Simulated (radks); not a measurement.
Problem. Excited configurations of neutral aluminium: one electron is placed in a higher orbital outside [Ne] 3s2. The ground configuration is [Ne] 3s2 3p1. Method: non-relativistic Kohn-Sham, PBE, spin-polarised, spherical densities, point nucleus; open shells are filled with parallel spins first; computed with a radial shooting solver on a logarithmic mesh with Libxc functionals. Excitation = E - E(ground); binding = E(ion) - E, where the ion is the core of charge +1; n* = 1/sqrt(2 binding) in atomic units, and the quantum defect is n - n*.

outer orbital  excitation (eV)  binding (eV)     n*  quantum defect  eigenvalue (eV)  <r> (bohr)
4p                       3.815         2.148  2.517           1.483           -1.246       9.379
5p                       4.762         1.202  3.364           1.636           -0.747       17.97
5d                       5.159         0.805  4.111           0.889           -0.503       25.89
5f                       5.290         0.673  4.495           0.505           -0.405       28.26
6s                       5.022         0.941  3.802           2.198           -0.622       24.37

Estimate the row for 7s.

Solution. excitation (eV) 5.325; binding (eV) 0.639; n* 4.615; quantum defect 2.385; eigenvalue (eV) -0.438; <r> (bohr) 36.63. The Delta-SCF ionisation energy is 5.964 eV (NIST Atomic Spectra Database: 5.986 eV, measured). Self-interaction in the functional shifts the binding energies and quantum defects, so they are the method's values and not measured ones. Open shells are spherical and high-spin; term and fine-structure splittings are not resolved.
